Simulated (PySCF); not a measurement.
Work out the structure from these simulated measurements.

Formula: C4HF4PS.

| Item | Value |
| --- | --- |
| Rotational structure | rotational constants A, B, C: 1.608, 0.839, 0.610 GHz [GFN2-xTB] |
| 13C NMR | chemical shifts (computed TMS as zero) by class: 184.3 (1 C), 158.2 (1 C), 138.9 (1 C), 131.5 (1 C) ppm [GIAO PBE0/pcSseg-1] |
| 1H NMR | chemical shifts (computed TMS as zero) by class: 8.09 (1 H) ppm [GIAO PBE0/pcSseg-1] |
| UV, strongest line | among the 8 lowest singlet transitions: S5 at 6.16 eV (201 nm, f = 0.194) [TDDFT CAM-B3LYP/def2-SVPD] |
| Triplet | lowest triplet excitation (Tamm–Dancoff): 2.98 eV [TDA CAM-B3LYP/def2-SVPD] |
| Dipole | 3.54 D [CAM-B3LYP/def2-SVPD] |

The electronic properties come from PySCF, for the isolated species, density fitting. Levels stand in brackets. Isolated species at its GFN2-xTB geometry, gas phase. Each NMR value is the plain mean over a class of atoms that symmetry, rotation or inversion makes alike.

**Question.** Give a SMILES that accounts for the data.

**Answer.** Numbering: `[F:1][c:2]1[s:3][cH:4][p:5][c:6]1[C:7]([F:8])([F:9])[F:10]`. 4 carbons fall into 4 classes; from least to most shielded: aromatic C–F carbon [C2] (184.3 ppm), aromatic CH next to a ring sulfur [C4] (158.2 ppm), substituted aromatic carbon [C6] (138.9 ppm), CF3 carbon [C7] (131.5 ppm). The one hydrogen (8.09 ppm): aromatic hydrogen. The optimised geometry has point group Cs and is an asymmetric top. Structure: `Fc1scpc1C(F)(F)F`. Computed isomers that give other values at the same levels: `Fc1pcsc1C(F)(F)F` (13C chemical shifts (computed TMS as zero) by class: 196.5 (1 C), 169.2 (1 C), 135.1 (1 C), 130.4 (1 C) ppm). The assignments are read from this structure; whether some other isomer fits the data as well wasn't checked.

Shape of the structure used: `[F:1][c:2]1[s:3][cH:4][p:5][c:6]1[C:7]([F:8])([F:9])[F:10]`: P5–C6–C7–F8 -120°.
